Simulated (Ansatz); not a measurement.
Cost and result for the atomization energy of `C[Si](N)(O)O[SiH3]` (15 atoms, 14 bonds).

```xyz
15

C    -2.147   -0.627   -0.150
Si   -0.303   -0.554   -0.051
N     0.438   -0.887    1.460
O     0.243   -1.666   -1.128
O     0.149    0.976   -0.426
Si    1.489    1.907   -0.508
H    -2.513   -1.619    0.124
H    -2.486   -0.409   -1.165
H    -2.599    0.104    0.524
H     0.386   -1.810    1.859
H     0.454   -0.184    2.181
H     1.186   -1.841   -1.115
H     2.631    1.145   -1.082
H     1.198    3.079   -1.370
H     1.872    2.385    0.848
```

Total charge 0; spin multiplicity 1. The geometry is a stationary point of PBE0-D4/def2-TZVP. It is one conformer, not always the lowest. Program: Ansatz. All runs use 2 threads of an AMD EPYC 7R13 on a shared host and a share of an NVIDIA H100 80 GB. Times are those of one run each, without the atoms' runs, and a repeat can differ threefold. Electronic energies, without spin–orbit coupling; frozen cores. CCSD(T)/CBS adds CCSD(T) − MP2 in def2-TZVPP to the MP2 limit, and its time is that of the two runs behind it. T1 = 0.011. B3LYP takes the VWN-RPA correlation (the form of Gaussian; ORCA's B3LYP/G).

CCSD(T)/CBS is a level of theory with its own doubt, some kJ/mol a heavy atom from the limit and from the frozen cores, so smaller differences don't rank the functionals.

| level | functions | wall time |
| --- | --- | --- |
| PBE-D4/def2-TZVPP (with forces) | 334 | 3.2 s |
| MP2/def2-QZVPP | 638 | 4 s |
| PBE0-D4/def2-TZVPP | 334 | 4.1 s |
| r2SCAN-D4/def2-TZVPP (with forces) | 334 | 4.6 s |
| B3LYP-D4/def2-TZVPP (with forces) | 334 | 4.9 s |
| B2PLYP/def2-TZVPP | 334 | 6 s |
| ωB97X-V/def2-TZVPP | 334 | 7.5 s |
| ωB97M-V/def2-TZVPP (with forces) | 334 | 8 s |
| CCSD(T)/def2-TZVPP | 334 | 9.6 s |
| CCSD(T)/CBS(def2) | – | 14 s |

Question: What atomization energy does each give, and how far from CCSD(T)/CBS? (An estimate is asked.)

Answer: The calculation gave: 
| level | atomization (kJ/mol) | difference from CCSD(T)/CBS | per bond |
| --- | --- | --- | --- |
| PBE-D4/def2-TZVPP (with forces) | 5667.0 | 1.2 | 0.1 |
| MP2/def2-QZVPP | 5679.8 | 14.0 | 1.0 |
| PBE0-D4/def2-TZVPP | 5587.6 | -78.2 | -5.6 |
| r2SCAN-D4/def2-TZVPP (with forces) | 5635.8 | -30.0 | -2.1 |
| B3LYP-D4/def2-TZVPP (with forces) | 5638.4 | -27.4 | -2.0 |
| B2PLYP/def2-TZVPP | 5581.3 | -84.5 | -6.0 |
| ωB97X-V/def2-TZVPP | 5665.8 | 0.0 | 0.0 |
| ωB97M-V/def2-TZVPP (with forces) | 5665.0 | -0.8 | -0.1 |
| CCSD(T)/def2-TZVPP | 5501.2 | -164.6 | -11.8 |
| CCSD(T)/CBS(def2) | 5665.8 | 0.0 | 0.0 |

The D4 term adds +56.0 kJ/mol with B3LYP and +29.9 kJ/mol with PBE0; it sums over pairs of atoms, weighted by their polarisabilities, and B3LYP, whose exchange is more repulsive, gets the larger term. From PBE to PBE0 (25 % exact exchange), in def2-TZVPP and without D4, the atomization energy moves by −74.3 kJ/mol: exact exchange takes away binding that semilocal exchange gives to molecules. In def2-TZVPP, CCSD(T) changes the Hartree–Fock value by +1375.6 kJ/mol (the triples alone add +69.4 kJ/mol) and MP2 by +1454.7 kJ/mol; breaking electron pairs costs correlation energy, which Hartree–Fock lacks.
